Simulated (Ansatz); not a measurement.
C$_{2}$H$_{6}$GaNOSi, SMILES `NC1=[CH][GaH][O][SiH2]1`. Total charge 0; spin multiplicity 1. All single points use the PBE0-D4/def2-TZVP geometry. It is one conformer, not always the lowest.

```xyz
12

N    -0.956    0.902    1.492
C    -0.270    0.188    0.565
C     0.370   -0.990    0.803
Ga    1.239   -1.649   -0.766
O     0.799   -0.326   -1.965
Si   -0.097    0.810   -1.227
H    -1.115    0.527    2.412
H    -1.509    1.696    1.229
H     0.345   -1.445    1.792
H     2.099   -2.825   -1.289
H    -1.455    0.961   -1.823
H     0.550    2.152   -1.224
```

What is the dipole moment at B3LYP/def2-TZVPP? (Best estimate.)

Ansatz gave: 3.27 D, with components (-1.43, 0.36, 2.92) D in this frame, pointing from negative to positive charge.

And with PBE, r2SCAN, ωB97M-V? (An estimate is asked.)

Computed: PBE 3.34 D, r2SCAN 3.32 D, ωB97M-V 3.10 D.

Give the Mulliken charges with B3LYP, ωB97M-V, r2SCAN in def2-TZVPP. (An estimate is asked.)

The calculation gave: 
| atom | B3LYP | ωB97M-V | r2SCAN |
| --- | --- | --- | --- |
| N1 | -0.28 | -0.24 | -0.32 |
| C2 | 0.04 | 0.07 | 0.09 |
| C3 | -0.28 | -0.36 | -0.33 |
| Ga4 | 0.30 | 0.33 | 0.33 |
| O5 | -0.48 | -0.50 | -0.50 |
| Si6 | 0.50 | 0.43 | 0.53 |
| H7 | 0.15 | 0.12 | 0.17 |
| H8 | 0.16 | 0.13 | 0.18 |
| H9 | 0.07 | 0.08 | 0.05 |
| H10 | 0.00 | 0.05 | 0.01 |
| H11 | -0.10 | -0.06 | -0.10 |
| H12 | -0.10 | -0.05 | -0.10 |

B3LYP here is the variant with VWN-RPA as its local correlation; programs differ in this.
